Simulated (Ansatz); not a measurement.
Mulliken charges of AlFH4OSi2 (`O[Si]1(F)[AlH][SiH2]1`) from ωB97M-V/def2-TZVPP in Ansatz (PBE0-D4/def2-TZVP geometry).

```tsv
atom	x (Å)	y (Å)	z (Å)	charge (e)
O1	-0.912	0.793	1.954	-0.370
Si2	0.091	0.644	0.663	0.519
F3	0.962	1.997	0.656	-0.310
Al4	0.736	-1.591	-0.020	0.176
Si5	-0.759	-0.274	-1.277	-0.092
H6	-1.092	1.682	2.265	0.179
H7	1.662	-2.881	-0.060	-0.073
H8	-1.393	-0.009	-2.613	-0.014
H9	0.794	-0.409	-1.584	-0.015
```

Q: By hand: the dipole of these point charges (1 e Å = 4.8032 D).

A: Σ q r = (-0.023, -0.315, 0.002) e Å, of length 0.316 e Å = 1.52 D.

Q: How does the dipole of the full density compare? (Best estimate.)

A: Computed: (-0.148, -0.063, 0.041) e Å, 0.80 D; the point charges give 1.90 times that, at 64° from its direction.

Point charges leave out the atoms' own dipoles, such as those of lone pairs, and Mulliken's split depends on the basis, so the two needn't agree.
